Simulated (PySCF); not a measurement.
Some computed properties have been withheld. Give your best values.

C6H9F.
Geometry (GFN2-xTB, Å), atoms numbered from 1 in this order:
```xyz
16
C6H9F angstrom
C      2.045   -0.939    0.000
C      0.834   -0.412    0.014
C     -0.474   -1.156    0.004
C     -1.524   -0.094    0.339
C     -0.950    1.184   -0.270
C      0.546    1.072    0.018
F      1.300    1.744   -0.925
H      2.196   -2.004   -0.015
H      2.926   -0.321   -0.014
H     -0.474   -1.990    0.705
H     -0.650   -1.559   -0.997
H     -2.507   -0.337   -0.061
H     -1.610    0.019    1.421
H     -1.391    2.091    0.140
H     -1.089    1.187   -1.353
H      0.815    1.523    0.984
```

```tsv
property	level	value
point group of the GFN2-xTB geometry	GFN2-xTB	?
rotational constants A, B, C of the GFN2-xTB geometry	GFN2-xTB	?
dipole moment	B3LYP/def2-SVPD	?
HOMO energy	B3LYP/def2-SVPD	-7.13 eV
LUMO energy	B3LYP/def2-SVPD	-0.49 eV
lowest singlet excitation	TDDFT B3LYP/def2-SVPD	?
lowest triplet excitation (Tamm–Dancoff)	TDA B3LYP/def2-SVPD	?
static isotropic polarisability	B3LYP/def2-SVPD	?
electronic spatial extent ⟨r²⟩ about the centre of nuclear charge	B3LYP/def2-SVPD	732 bohr²
```

Gas-phase values; electronic properties from PySCF, density fitting. The structure is a single GFN2-xTB conformer in the gas phase; no vibrational or solvent corrections.

Task: What are the rotational constants A, B, C of the GFN2-xTB geometry?

Result: 3.494, 2.930, 1.723 GHz.

Task: What is the lowest triplet excitation (Tamm–Dancoff)?

Result: 4.12 eV.

Task: The point group of the GFN2-xTB geometry?

Result: C1.

Task: The lowest singlet excitation?

Result: 6.40 eV (194 nm, f = 0.208).

Task: Give the static isotropic polarisability.

Result: 70.0 au.

Task: What is the dipole moment?

Result: 2.15 D.

The vertical singlet–triplet gap S1 − T1 is 2.28 eV (TDDFT singlet less Tamm–Dancoff triplet; S1: HOMO→LUMO, weight 0.89; T1: HOMO→LUMO, weight 0.93). No computed singlet falls in the visible range (750 to 380 nm, 1.65 to 3.26 eV); S1 lies 3.14 eV above its blue end. The dipole equals about 7.2 × 10⁻³⁰ C·m (1 D = 3.33564 × 10⁻³⁰ C·m). The polarisability is 10.37 Å³ as a volume (1 au = 0.148185 Å³), or 1.30 au for each of the 54 electrons.
